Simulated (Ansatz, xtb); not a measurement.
# Two isomers of C3H3AlF

We compare a, `CC#[C][Al][F]`, a doublet, with b, `C=C=[CH][Al][F]`, a doublet. Both are isolated molecules in the gas phase, relaxed with PBE-D3(BJ)/def2-SVP; each stands in its lowest conformer found.

Quicker runs give these differences E(b) − E(a): GFN2-xTB +0.395 eV; HF/STO-3G +0.785 eV (at GFN2-xTB geometries); r2SCAN-D4/def2-SVP +0.171 eV (at GFN2-xTB geometries).

Problem. Estimate E(b) − E(a) at the level CCSD(T)/def2-SVP.

Solution. Calculated at CCSD(T)/def2-SVP: E(b) − E(a) = +0.368 eV, so structure a lies lower.

The same difference at several levels:

```
              level             geometry  E(b) − E(a) (eV)  departure from the last row (eV)  job, with rough time for the two
           GFN2-xTB             GFN2-xTB              +0.395                            +0.026              optimisation, 0.37 s
          HF/STO-3G             GFN2-xTB              +0.785                            +0.416                 single point, 1 s
 r2SCAN-D4/def2-SVP             GFN2-xTB              +0.171                            −0.197               single point, 6.3 s
PBE-D3(BJ)/def2-SVP  PBE-D3(BJ)/def2-SVP              +0.114                            −0.254                optimisation, 58 s
        HF/def2-SVP  PBE-D3(BJ)/def2-SVP              +0.416                            +0.047           part of the CCSD(T) run
       MP2/def2-SVP  PBE-D3(BJ)/def2-SVP              +0.591                            +0.223           part of the CCSD(T) run
   CCSD(T)/def2-SVP  PBE-D3(BJ)/def2-SVP              +0.368                                                  single point, 37 s
```

As drawn, b has 2 C=C in place of 1 C–C, 1 C≡C.

The levels shown agree on the order. The largest departure from CCSD(T)/def2-SVP is that of HF/STO-3G, 0.416 eV. A small imaginary or near-zero mode remains, so no thermal terms are given.

Open shells are spin-unrestricted, with notable spin contamination under HF/STO-3G. The correlated steps freeze 9 core orbitals. Run with Ansatz 0.2.0, xtb 6.7.1; the last row on 2 threads of Intel(R) Xeon(R) Platinum 8259CL CPU @ 2.50GHz (Skylake/Cascade Lake) on a shared host.
